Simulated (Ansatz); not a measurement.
C3H7FSi2, SMILES C#C[SiH2][C@H](F)[SiH3].

The structure is a stationary point at B3LYP-D3(BJ)/def2-SVP. The structure was generated by enumeration; whether it is a known compound was not checked. One conformer was computed; it need not be the lowest.

Two levels are set side by side: PBE/def2-SVPD (Ansatz, an electronic-structure program) and PBE0/def2-SVPD (Ansatz). Energy differences of separate SCF runs at the same geometry; the states with an electron removed or added have multiplicity 2 and 2. Differences are taken from unrounded values.

```json
[
 {"quantity": "vertical ionisation energy (eV)", "PBE0": "10.00"},
 {"quantity": "vertical singlet–triplet gap (eV)", "PBE0": "4.99"}
]
```

Problem. What does PBE give, and how far is it from PBE0? (An estimate is asked for; the answer gives what the named calculation found.)

Solution. 
```
quantity                            PBE  PBE minus PBE0
---------------------------------  ----  --------------
vertical ionisation energy (eV)    9.55           -0.45
vertical singlet–triplet gap (eV)  4.97           -0.01
```
